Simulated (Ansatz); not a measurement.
Species: H$_{2}$B, SMILES `[BH2]` (charge 0, multiplicity 2), formula H$_{2}$B.

### Question
How many basis functions does frozen-core CCSD(T)/cc-pVTZ // B3LYP-D3(BJ)/def2-TZVP (Ansatz, a quantum-chemistry and plane-wave program) use, how many core orbitals are frozen, and how many electrons are correlated?

### Answer
58 basis functions and 1 frozen orbitals, which leaves 5 correlated electrons. Core time is of the order of seconds.
